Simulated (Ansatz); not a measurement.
A nudged elastic band was laid between two geometries of AlF₂H₄N (8 atoms, charge 0, multiplicity 1).

Level of theory: RKS PBE0/def2-SVP (Ansatz 0.2.0).

```yaml
movable_images: 7
climbing_image: yes
spring: 5.0 eV/Å²
optimiser: quadratic models (default)
start_path: through a guess of the saddle point
force_threshold: 0.05 eV/Å
iteration_limit: 60
end_points: relaxed
```

Initial state:

```xyz
8
Properties=species:S:1:pos:R:3
Al 0.008 -0.049 0.228
H -0.236 0.906 1.467
F 1.537 -0.066 -0.473
F -1.262 -0.298 -0.846
N 0.068 -1.949 0.956
H -0.664 -2.491 0.492
H 0.971 -2.358 0.704
H -0.055 -2.041 1.965
```

Final state:

```xyz
8
Properties=species:S:1:pos:R:3
Al 0.089 -0.657 -0.055
H -0.207 0.485 1.825
F 1.468 0.252 -0.219
F -1.334 -0.010 -0.611
N 0.170 -2.343 0.437
H -0.614 -2.984 0.416
H 1.026 -2.839 0.654
H -0.231 -0.251 2.046
```

**Question.** Which bonds break or form, and what moves?

**Answer.** Bonds broken: Al1–H2, N5–H8. Bonds formed: H2–H8. AlF2H4N becomes AlF2H2N + H2.

**Question.** What energy profile does the band end with?

**Answer.** The forces met the threshold. The highest image is number 5 of 0 to 8, 1.53 eV above the first end and 0.59 eV above the last; the last end lies 0.94 eV above the first. A vibrational analysis at the climbing image gives one clearly imaginary mode, 1121i cm⁻¹: a first-order saddle point. The orbitals stay closed-shell, which can raise the energy where a bond breaks towards radicals; this wasn't checked here.

```tsv
image	path coordinate (Å)	energy (eV)	Al1–H2 (Å)	N5–H8 (Å)	H2–H8 (Å)
0	0.00	0.00	1.58	1.02	2.99
1	0.35	0.04	1.59	1.02	2.61
2	0.70	0.16	1.59	1.02	2.21
3	1.05	0.41	1.61	1.03	1.79
4	1.40	0.99	1.68	1.13	1.37
5	1.75	1.53	1.80	1.44	1.00
6	2.19	1.19	2.03	1.90	0.81
7	2.62	0.98	2.20	2.33	0.77
8	3.05	0.94	2.22	2.67	0.77
```

**Question.** What is the geometry of the highest image?

**Answer.** 
```xyz
8
Properties=species:S:1:pos:R:3:forces:R:3
Al 0.064 -0.367 -0.001 -0.01 0.01 0.01
H -0.211 0.051 1.723 0.00 0.01 0.00
F 1.534 0.253 -0.456 0.00 0.00 0.00
F -1.315 -0.003 -0.850 0.01 0.00 0.00
N 0.105 -2.055 0.790 -0.01 -0.01 -0.01
H -0.667 -2.713 0.689 0.02 0.00 0.00
H 0.975 -2.569 0.917 -0.01 0.00 0.00
H -0.117 -0.942 1.680 0.00 0.00 0.00
```

**Question.** What are the harmonic wavenumbers there?

**Answer.** 1121i, 159, 228, 281, 327, 493, 641, 675, 698, 835, 965, 1004, 1452, 1507, 1865, 1901, 3554, 3656 cm⁻¹.

Time of the run: 2.2 min on 1 thread of Intel(R) Xeon(R) 6975P-C (Granite Rapids), with other jobs on the host, peak memory 0.17 GiB.
